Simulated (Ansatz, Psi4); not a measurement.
Input for Ansatz (a quantum-chemistry and plane-wave program):
Ansatz 0.2 input:
```yaml
crystal:
  periodic: [false, false, false]
  atoms:
    - {symbol: Sn, position_ang: [-0.00000000, -0.00000000, -1.39442545]}
    - {symbol: I, position_ang: [0.00000000, 0.00000000, 1.31549570]}
basis:
  gaussian:
    orbitals: def2-SVPD
hamiltonian:
  xc: {name: BHLYP}
magnetization: {spin_polarized: true, initial_magnetization: 1}
accuracy: high
```

### Question
Write the same job for Psi4.

### Answer
One answer among several that fit: 
```
memory 2 GB

molecule {
0 2
Sn   -0.00000000   -0.00000000   -1.39442545
I     0.00000000    0.00000000    1.31549570
}

set {
  basis def2-svpd
  reference uks
  scf_type pk
  puream true
  d_convergence 1e-8
  dft_radial_points 99
  dft_spherical_points 590
}

energy('bhhlyp')
print_variables()
```

Both were run: Ansatz gave -511.917333 Eh and Psi4 -511.917333 Eh, 0.000 mEh apart.
